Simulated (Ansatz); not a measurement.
Isolated molecules relaxed with PBE0-D4/def2-TZVP in Ansatz; ΔE leaves out vibrations. CCSD(T)/CBS is the MP2 limit (def2-TZVPP, def2-QZVPP) plus CCSD(T) − MP2 in def2-TZVPP, frozen cores. This one scheme is used for every species. Functionals use def2-TZVPP. B3LYP here is the variant with VWN-RPA as its local correlation; programs differ in this. HSE06 is defined as in plane-wave codes. One conformer a species, not always the lowest.

`O[SiH]1C=C1F` + H₂ → `FC1=C[SiH2]1` + H₂O  (hydrogenolysis of the Si–O bond)

`O[SiH]1C=C1F`:

Cartesian coordinates in Å:
```
O -1.263 1.543 -0.288
Si -0.753 -0.009 -0.220
C 0.955 -0.556 -0.479
C 0.576 -0.632 0.800
F 1.200 -1.012 1.903
H -0.627 2.225 -0.061
H -1.941 -0.789 -0.610
H 1.854 -0.770 -1.044
```

H₂:

Z-matrix (Å, degrees):
```
H
H 1 0.746
```

`FC1=C[SiH2]1`:

```xyz
7

F    -1.262    1.756    0.713
C    -0.523    0.727    0.343
C     0.158   -0.215    0.975
Si    0.263   -0.368   -0.844
H     0.378   -0.517    1.990
H     1.484    0.021   -1.592
H    -0.497   -1.405   -1.586
```

H₂O:

Cartesian coordinates in Å:
```
O -0.127 0.151 -0.335
H -0.183 0.542 0.539
H 0.309 -0.693 -0.204
```

```csv
level,ΔE (kJ/mol),difference from CCSD(T)/CBS
LDA (SPW92),88.4,-0.4
PBE-D4,85.5,-3.3
revPBE-D4,87.1,-1.7
BLYP-D4,92.1,3.3
r2SCAN-D4,96.2,7.4
B97M-V,93.5,4.7
PBE0-D4,84.9,-3.9
B3LYP-D4,91.2,2.4
r2SCANh-D4,95.0,6.2
HSE06-D4,84.7,-4.1
BHLYP-D4,92.2,3.4
CAM-B3LYP-D4,92.6,3.8
ωB97X-V,90.5,1.7
ωB97M-V,92.4,3.6
B2PLYP,91.1,2.3
PBE-QIDH,88.8,0.0
revPBE,79.6,-9.2
BLYP,86.1,-2.7
r2SCAN,95.4,6.6
PBE0,82.4,-6.4
B3LYP,86.6,-2.2
r2SCANh,94.2,5.4
HSE06,82.4,-6.4
CAM-B3LYP,90.1,1.3
LC-ωPBE,85.8,-3.0
RPA@PBE/def2-TZVPP,85.4,-3.4
HF/def2-SVP,70.4,-18.4
MP2/def2-SVP,82.9,-5.9
CCSD/def2-SVP,72.3,-16.5
CCSD(T)/def2-SVP,74.1,-14.7
MP2/def2-TZVPP,95.6,6.8
SCS-MP2/def2-TZVPP,92.7,3.9
CCSD/def2-TZVPP,86.6,-2.2
CCSD(T)/def2-TZVPP,88.8,0.0
HF/def2-QZVPP,86.3,-2.5
MP2/def2-QZVPP,95.7,6.9
SCS-MP2/def2-QZVPP,92.8,4.0
HF/CBS(def2),86.3,-2.5
MP2/CBS(def2),95.6,6.8
CCSD/CBS(def2),86.6,-2.2
CCSD(T)/CBS,88.8,0
```

Task: What do rigid-rotor, harmonic-oscillator terms from PBE0-D4/def2-TZVP frequencies (298.15 K, 1 bar) make of the CCSD(T)/CBS value? (Best estimate.)

Result: Ansatz gave: ΔZPE = +12.1 kJ/mol, ΔH = +99.0 kJ/mol, ΔS = 31 J/(mol·K), ΔG = +89.7 kJ/mol.

Largest T1 diagnostic among the species: 0.014.

The D4 term adds +4.6 kJ/mol with B3LYP and +2.5 kJ/mol with PBE0; it sums over pairs of atoms, weighted by their polarisabilities, and B3LYP, whose exchange is more repulsive, gets the larger term. At CCSD(T), def2-SVP lies −14.7 kJ/mol from the extrapolated value and def2-TZVPP −0.0 kJ/mol.
